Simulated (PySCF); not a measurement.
B(All)(F)(H), C3H6BF, SMILES C=CCBF, singlet, B3LYP/def2-SVP optimised geometry.

```
11

B      0.34    -0.81     0.00
C     -0.53     0.50     0.00
C      0.09     1.67    -0.71
C     -0.44     2.32    -1.75
H     -0.63     0.74     1.08
H     -1.55     0.29    -0.36
H      1.07     1.99    -0.34
H     -1.42     2.04    -2.16
H      0.08     3.16    -2.23
F     -0.25    -1.99     0.05
H      1.55    -0.81     0.00
```

Density from B3LYP/def2-TZVP in PySCF at that geometry.

Minimum of the electron density along straight lines between bonded atoms, close to the bond critical point (lines longer than 1.1 times the sum of covalent radii, or with two minima, are not listed):

```tsv
bond	length / Å	ρ at the minimum / e bohr⁻³	∇²ρ there / e bohr⁻⁵	position (fraction from the first atom)
B1–C2	1.570	0.195	-0.41	0.33
C2–C3	1.504	0.256	…	0.49
C3–C4	1.336	0.351	-1.07	0.51
C2–H5	1.114	0.257	-0.81	0.64
C2–H6	1.103	0.270	…	0.64
C3–H7	1.098	0.279	-0.97	0.64
C4–H8	1.095	0.277	-0.96	0.64
C4–H9	1.093	0.279	-0.97	0.65
B1–F10	1.328	0.200	…	0.34
B1–H11	1.211	0.187	-0.47	0.44
```

Some entries are withheld; supply them.


- C2–C3, ∇²ρ there / e bohr⁻⁵: -0.66
- C2–H6, ∇²ρ there / e bohr⁻⁵: -0.89
- B1–F10, ∇²ρ there / e bohr⁻⁵: 1.26
